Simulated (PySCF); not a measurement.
# NMR parameters from quadrupole coupling constants

C5H9FO2.
Cartesian coordinates in Å at the GFN2-xTB level; atoms count from 1:
```
atom  x, y, z in Å
C1    -2.0836    0.1756    0.8788
C2    -1.2885    0.1893   -0.4197
C3     0.2244    0.2651   -0.1392
O4     0.6216   -0.9336    0.4700
C5     1.9267   -0.9199    1.0021
C6     0.9474    0.5062   -1.4402
O7     1.6479   -0.1925   -2.0776
F8     0.6805    1.7755   -1.8900
H9    -1.7572   -0.6518    1.5022
H10   -1.9446    1.1046    1.4270
H11   -3.1420    0.0556    0.6642
H12   -1.4753   -0.7299   -0.9763
H13   -1.5810    1.0413   -1.0351
H14    0.4312    1.1289    0.5191
H15    2.6840   -0.8085    0.2211
H16    2.0573   -1.8802    1.4955
H17    2.0442   -0.1135    1.7365
```

Computed at PBE0/pcSseg-1 (PySCF, non-relativistic):

```csv
atom,environment,nucleus,spin I,Q (b),CQ = χzz (MHz),η
O4,ether oxygen,17O,5/2,-0.0256,-12.184,0.989
O7,carbonyl oxygen,17O,5/2,-0.0256,9.435,0.469
```

Work back to Vxx, Vyy and Vzz; CQ/MHz = 234.96 (Q/b)(Vzz/au).

Vxx = −Vzz(1 − η)/2 and Vyy = −Vzz(1 + η)/2, in au:

| atom | Vxx (au) | Vyy (au) | Vzz (au) | Vzz (10²¹ V/m²) |
| --- | --- | --- | --- | --- |
| O4 | -0.011 | -2.014 | 2.026 | 19.68 |
| O7 | 0.417 | 1.152 | -1.569 | -15.24 |

Give the quadrupolar product PQ = |CQ|√(1 + η²/3), the quadrupolar frequency νQ = 3|CQ|/[2I(2I − 1)] and the Larmor frequency ν0 = |g| × 7.62259 MHz/T × B at 9.4 T, with g(17O) = −0.75752.

```
atom  PQ (MHz)  νQ (MHz)  ν0 (MHz)  νQ/ν0
  O4     14.03     1.828     54.28  0.034
  O7     9.775     1.415     54.28  0.026
```

For O4: PQ = 12.18 × 1.1515, νQ = 12.18 × 0.1500, ν0 = 5.7742 MHz/T × 9.4 T.

Second-order quadrupolar shift of the central transition's centre of gravity (half-integer spins, νQ < ν0/10) at 9.4 and 14.1 T.

δ = −(3/40)(PQ/ν0)² [I(I + 1) − 3/4]/[I²(2I − 1)²], in ppm:

```json
{"site": "17O at O4", "9.4 T": "-401", "14.1 T": "-178"}
{"site": "17O at O7", "9.4 T": "-195", "14.1 T": "-86.5"}
```

In the extreme-narrowing limit, with isotropic tumbling and one correlation time, the quadrupolar linewidth goes as PQ². What relative widths follow for the 17O sites?

O4 1, O7 0.49, with O4 as 1.

Solvent, lattice and vibrations would change these gradients. Isolated species at its GFN2-xTB geometry (one conformer only). GFN2-xTB bond lengths can be off by several hundredths of an ångström, more for odd bonds, and the gradients follow them. The small basis limits the accuracy of the gradients.
